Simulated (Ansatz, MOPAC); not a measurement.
System: C4H5SSi (charge 0, doublet). SMILES: c1([c]ccs1)[SiH3]

Atoms: Si1, C2, C3, C4, C5, S6, H7, H8, H9, H10, H11. Bonds: Si1-C2, Si1-H7, Si1-H8, Si1-H9, C2-C3, C2-S6, C3-C4, C4-C5, C4-H10, C5-S6, C5-H11.

Bond lengths (Å) and angles (degrees) optimised at AM1 with MOPAC; PBE/6-31G* with Ansatz (an electronic-structure program); B3LYP/6-31G* with Ansatz, each started from the B3LYP-D3(BJ)/def2-TZVP structure (Ansatz) of the last column. A row stands for all coordinates that are equal there; 13 of 26 kinds are shown. 6-31G* holds six Cartesian d functions. No wavenumbers were computed at PBE/6-31G*, so these may be saddle points.

```csv
coordinate,AM1,PBE/6-31G*,B3LYP/6-31G*,B3LYP-D3(BJ)/def2-TZVP
Si1-C2,1.750,1.870,1.866,1.857
Si1-H7,1.463,1.497,1.484,1.478
Si1-H8,1.464,1.500,1.487,1.481
C2-C3,1.361,1.363,1.354,1.349
C2-S6,1.700,1.778,1.778,1.757
C3-C4,1.402,1.415,1.415,1.408
C4-C5,1.392,1.382,1.371,1.369
C4-H10,1.089,1.091,1.083,1.079
Si1-C2-C3,122.0,129.8,129.6,129.9
Si1-C2-S6,131.9,124.1,124.4,124.0
C3-C2-S6,106.1,106.0,106.1,106.1
C2-C3-C4,119.5,119.6,119.6,119.4
C2-S6-C5,95.0,92.8,92.6,93.1
```

Mean signed difference of all 11 bond lengths from B3LYP-D3(BJ)/def2-TZVP: AM1 -0.018 Å, PBE/6-31G* 0.015 Å, B3LYP/6-31G* 0.008 Å.
